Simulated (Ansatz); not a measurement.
Consider the cleavage of the Ge–Si bond: `F[Si](F)(Cl)[GeH3]` + `[OH][GeH2][F]` → `[F][GeH2][O][GeH3]` + `F[SiH](F)Cl`.

Calculated with Ansatz (gas phase, PBE0-D4/def2-TZVP geometries, no zero-point term in ΔE). CCSD(T)/CBS is the MP2 limit (def2-TZVPP, def2-QZVPP) plus CCSD(T) − MP2 in def2-TZVPP, frozen cores. Functionals use def2-TZVPP. B3LYP here is the variant with VWN-RPA as its local correlation; programs differ in this. For Ge outer-core shells are correlated without core-valence functions, which leaves a few kJ/mol of doubt a bond. Scalar relativity is left out up to krypton. One conformer a species, not always the lowest.

| level | ΔE (kJ/mol) | difference from CCSD(T)/CBS |
| --- | --- | --- |
| PBE0-D4 | -9.0 | 15.5 |
| ωB97X-V | -24.3 | 0.2 |
| ωB97M-V | -22.3 | 2.2 |
| B2PLYP | -28.6 | -4.1 |
| r2SCAN | -17.8 | 6.7 |
| PBE0 | -10.0 | 14.5 |
| B3LYP | -22.0 | 2.5 |
| HF/def2-TZVPP | -50.9 | -26.4 |
| MP2/def2-TZVPP | -33.8 | -9.3 |
| CCSD/def2-TZVPP | -31.4 | -6.9 |
| CCSD(T)/def2-TZVPP | -29.6 | -5.1 |
| HF/def2-QZVPP | -52.6 | -28.1 |
| SCS-MP2/def2-QZVPP | -38.1 | -13.6 |
| HF/CBS(def2) | -52.9 | -28.4 |
| MP2/CBS(def2) | -28.7 | -4.2 |
| CCSD/CBS(def2) | -26.3 | -1.8 |
| CCSD(T)/CBS | -24.5 | 0 |

Largest T1 diagnostic among the species: 0.012.

From PBE to PBE0 (25 % exact exchange), in def2-TZVPP and without D4, ΔE moves by −6.7 kJ/mol. In def2-TZVPP, CCSD(T) changes the Hartree–Fock value by +21.3 kJ/mol (the triples alone add +1.8 kJ/mol) and MP2 by +17.1 kJ/mol.
